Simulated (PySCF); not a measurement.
PySCF 2.14 output of an unrestricted CAM-B3LYP calculation on a single atom or ion in aug-cc-pVQZ-PP with one added diffuse shell each of s, p, d, f, g type with ECP28MDF (8s8p6d4f3g, 117 functions), with scalar relativity through the core potential:

```
SCF conv_tol = 1e-09
number electrons alpha = 13  beta = 9
    T. Yanai, D. P. Tew, and N. C. Handy.,  Chem. Phys. Lett. 393, 51 (2004)
cycle= 1 E= -213.856695361135  delta_E= -0.00695  |g|= 0.0409  |ddm|= 0.668
cycle= 2 E= -213.857052410423  delta_E= -0.000357  |g|= 0.0254  |ddm|= 0.231
cycle= 3 E= -213.857214940214  delta_E= -0.000163  |g|= 0.00225  |ddm|= 0.0604
cycle= 4 E= -213.857236708826  delta_E= -2.18e-05  |g|= 0.000702  |ddm|= 0.0317
cycle= 5 E= -213.857245518505  delta_E= -8.81e-06  |g|= 0.000278  |ddm|= 0.0208
cycle= 6 E= -213.857247208982  delta_E= -1.69e-06  |g|= 8.53e-05  |ddm|= 0.00654
cycle= 7 E= -213.857247335954  delta_E= -1.27e-07  |g|= 1.12e-05  |ddm|= 0.00291
cycle= 8 E= -213.8572473371  delta_E= -1.15e-09  |g|= 7.8e-07  |ddm|= 0.000545
cycle= 9 E= -213.857247337102  delta_E= -2.22e-12  |g|= 1.43e-07  |ddm|= 3.28e-05
converged SCF energy = -213.857247337102  <S^2> = 6.0009299  2S+1 = 5.000372
```

The run itself started from symmetry-adapted Hartree-Fock orbitals and held the occupation by maximum overlap, on a logarithmic radial grid, so the iterations belong to that start.

Task: Which element, charge and spin multiplicity is this?

Result: Sn (tin, neutral), multiplicity 5; the state was [Kr] 4d10 5s1 5p2 6s1, high-spin 5P determinant (an excited configuration).

Energies and moments cover only the electrons outside the core potential. The outer electron is Rydberg-like, and this basis confines it to a smaller radius and binds it less than a complete one would.
